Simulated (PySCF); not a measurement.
Polarisability and C₆ of W⁺ (tungsten, charge +1)

[Xe] 4f14 5d4 6s1, high-spin 6D determinant. Computed with PySCF 2.14 in aug-cc-pwCVTZ-PP with ECP60MDF (8s8p7d4f3g, 122 functions), with scalar relativity through the core potential. Coupled (time-dependent) response in atomic units; α is the mean over directions.

```csv
method,mean α (bohr³),"α xx, yy, zz",C₆ (like pair),S(−4)
CAM-B3LYP,37.09,"36.35, 36.35, 38.55",316.5,597.9
```

S(−4) is the Cauchy moment in α(ω) = α(0) + S(−4) ω² + …

Spin-orbit coupling is absent.

α(iu) at CAM-B3LYP:

| u (hartree) | α(iu) (bohr³) |
| --- | --- |
| 0 | 37.09 |
| 0.0500 | 35.67 |
| 0.100 | 32.12 |
| 0.200 | 23.83 |
| 0.300 | 17.70 |
| 0.500 | 11.06 |
| 0.750 | 7.255 |
| 1.00 | 5.252 |
| 1.50 | 3.189 |
| 2.00 | 2.153 |
| 3.00 | 1.164 |
| 5.00 | 0.4874 |

A single London oscillator, α(iu) = α/(1 + u²/ω²), gives C₆ = (3/4) ω α². Matching the computed C₆ needs ω = 4 × 316.5 / (3 × 37.09²) = 0.307 hartree.

For an ion, C₆ is the dispersion term alone; charge-induced terms of lower order in 1/R come first.

The components differ because the open shell of this determinant is not spherical; for a pure term their mean is the scalar polarisability.

Energies and moments cover only the electrons outside the core potential. Spin-orbit coupling, absent here, splits the open shell strongly.
